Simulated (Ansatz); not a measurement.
Abridged output of a molecular run in Ansatz:

```
Functional definition: HF
939 factors; integrals over basis functions are off by at most 1.2e-3 eV
mean field evaluation 1: about -9697.9806 eV, gradient 4.8e1 eV
mean field evaluation 2: about -9698.2455 eV, gradient 4.8e1 eV
mean field evaluation 4: about -9702.7550 eV, gradient 3.0e0 eV
mean field evaluation 8: about -9702.7978 eV, gradient 1.9e-1 eV
mean field -9702.79801283 eV, -356.5712501789 hartree, gradient 2.0e-6 eV, S^2 0.000000; 0 other end points of the search recorded, 0 dependent functions left out
3 core orbitals not correlated: weight in the atoms' cores, before any rotation towards them, 1.000 or more for the frozen orbitals, at most 0.000 for the correlated occupied ones
reference -9702.79801283 eV, -356.5712501789 hartree; 20, 20 occupied and 70, 70 virtual orbitals, 939 factors
second order -24.42614827 eV of doubles, -0.00000000 eV of singles
cycle   1  -23.87932969 eV  change    5.5e-1 eV  update   1.4e-1
cycle   2  -24.45215419 eV  change   -5.7e-1 eV  update   4.5e-2
cycle   3  -24.63687399 eV  change   -1.8e-1 eV  update   3.1e-2
cycle   4  -24.63203474 eV  change    4.8e-3 eV  update   1.1e-2
cycle   5  -24.61780647 eV  change    1.4e-2 eV  update   4.6e-3
cycle   6  -24.62024333 eV  change   -2.4e-3 eV  update   1.6e-3
cycle   7  -24.62036101 eV  change   -1.2e-4 eV  update   6.1e-4
cycle   8  -24.61984245 eV  change    5.2e-4 eV  update   2.4e-4
cycle   9  -24.61995156 eV  change   -1.1e-4 eV  update   1.1e-4
cycle  10  -24.62007081 eV  change   -1.2e-4 eV  update   4.4e-5
cycle  11  -24.62002242 eV  change    4.8e-5 eV  update   2.0e-5
perturbative correction -0.60885769 eV, -0.0223751073 hartree
Total energy: -9728.02689294 eV, -357.4983944220 hartree
```

Its atoms:

```xyz
8

C     0.973   -0.513   -1.213
O     0.283    0.637   -0.811
Cd   -0.693    0.724    0.885
O    -1.601    0.995    2.599
H     0.320   -1.388   -1.344
H     1.779   -0.801   -0.522
H     1.439   -0.310   -2.185
H    -2.500    0.657    2.593
```

Q: Which basis set was used?
A. def2-SVP
B. def2-TZVPP
C. cc-pV(T+d)Z
D. def2-TZVPPD

A: A. It gives 93 functions.

Q: Write the keys of the input that set method, charge and spin (a neutral closed shell needs none for the last two).

A: 
```yaml
correlation: {method: ccsd_t}
```
